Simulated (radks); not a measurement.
Values are calculated unless marked as measured or tabulated.
Ionisation ladder of platinum, from Pt54+ to Pt66+. Each ion is in the ground configuration listed by NIST, and IE = E(next ion) - E(this ion). Level of theory: Dirac Kohn-Sham, PBE, spin-unpolarised, spherical densities, finite nucleus; open shells fill j = l - 1/2 first; Fermi nuclear charge, rms radius 5.427 fm (a radial shooting solver on a logarithmic mesh with Libxc functionals).

species,configuration,E (hartree),"IE, Delta-SCF (eV)","IE, NIST (eV)",kind,error (eV)
Pt54+,[Ar] 3d6,-15853.4160,5270.0,5270,theory,0.0
Pt55+,[Ar] 3d5,-15659.7478,5413.6,5410,theory,+3.6
Pt56+,[Ar] 3d4,-15460.8033,5658.1,5654,theory,+4.1
Pt57+,[Ar] 3d3,-15252.8720,5807.9,5800,theory,+7.9
Pt58+,[Ar] 3d2,-15039.4356,5959.0,5959,theory,0.0
Pt59+,[Ar] 3d1,-14820.4446,6111.5,6106,theory,+5.5
Pt60+,[Ar],-14595.8513,6529.2,6517,theory,+12.2
Pt61+,[Ne] 3s2 3p5,-14355.9067,6661.0,6646,theory,+15.0
Pt62+,[Ne] 3s2 3p4,-14111.1205,6793.1,6787,theory,+6.1
Pt63+,[Ne] 3s2 3p3,-13861.4785,6925.5,6918,theory,+7.5
Pt64+,[Ne] 3s2 3p2,-13606.9725,7537.4,7512,theory,+25.4
Pt65+,[Ne] 3s2 3p1,-13329.9768,7680.2,7660,theory,+20.2
Pt66+,[Ne] 3s2,-13047.7332,7988.1,7960,theory,+28.1

Reference values: NIST Atomic Spectra Database (exp. = measured, semi-emp. = semi-empirical, theory = theoretical value adopted there). The ionisation energy per charge of the ion left behind rises most, in proportion, at Pt64+ ([Ne] 3s2 3p2), from 108.21 to 115.96 eV. Spin polarisation and multiplet splitting are left out, so open shells lie too high by an amount that depends on their filling.

Beside tabulated values, note that spin-unpolarised runs miss the spin-polarisation part of the exchange energy of open shells.
